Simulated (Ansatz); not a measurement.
Te6Mo3⁻, relaxed as a doublet with UKS PBE-D4/def2-SVP in Ansatz, starting from the PBE-D4/def2-SVP geometry of the neutral singlet. Force threshold 0.03 eV/Å.

In the def2 sets Mo, Te take a core potential; there is no spin–orbit coupling. The relaxation made no stability test and no search for a lower SCF solution. No other spin state of charge -1 was run.

Start:

```tsv
atom	x (Å)	y (Å)	z (Å)
Mo1	0.611	-0.022	1.090
Mo2	0.480	-1.252	-0.874
Mo3	-0.899	1.102	-0.867
Te4	0.900	-1.465	3.299
Te5	-1.721	1.133	1.624
Te6	1.874	1.021	-1.073
Te7	-1.908	-1.039	-2.036
Te8	1.788	-2.757	0.915
Te9	-1.125	3.280	-2.078
```

| step | energy (eV) | largest force component (eV/Å) | SCF passes |
| --- | --- | --- | --- |
| 1 | -49343.1500 | 0.530 | 47 |
| 2 | -49343.1992 | 0.882 | 47 |
| 3 | -49343.2972 | 0.171 | 42 |
| 4 | -49343.3182 | 0.493 | 44 |
| 5 | -49343.3515 | 0.193 | 44 |
| 6 (rejected) | -49343.3449 | 0.227 | 43 |
| 7 | -49343.3668 | 0.106 | 41 |
| 8 | -49343.3754 | 0.132 | 40 |
| 9 | -49343.3776 | 0.095 | 38 |
| 10 | -49343.3784 | 0.033 | 35 |
| 11 | -49343.3787 | 0.013 | 35 |

Force components are those of the run's own axes.

End:

Cartesian coordinates in Å:
```
Mo 0.673 -0.047 1.066
Mo 0.383 -1.338 -0.792
Mo -0.869 1.112 -0.831
Te 0.453 -1.763 3.174
Te -1.590 1.259 1.690
Te 1.838 0.884 -1.242
Te -2.040 -1.005 -1.932
Te 2.243 -2.382 0.982
Te -1.091 3.280 -2.116
```

By distances, no bond broke or formed. The bond that changes most is Mo1–Te8, from 2.98 to 2.82 Å (atoms count from 1).

No frequencies were taken in this run, so the end may be a saddle point.

Hardware: 2 threads of AMD EPYC 7R13 on a shared host and a share (18 GiB) of an NVIDIA H100 80GB HBM3. Wall time 48 s, peak host memory 0.94 GiB.
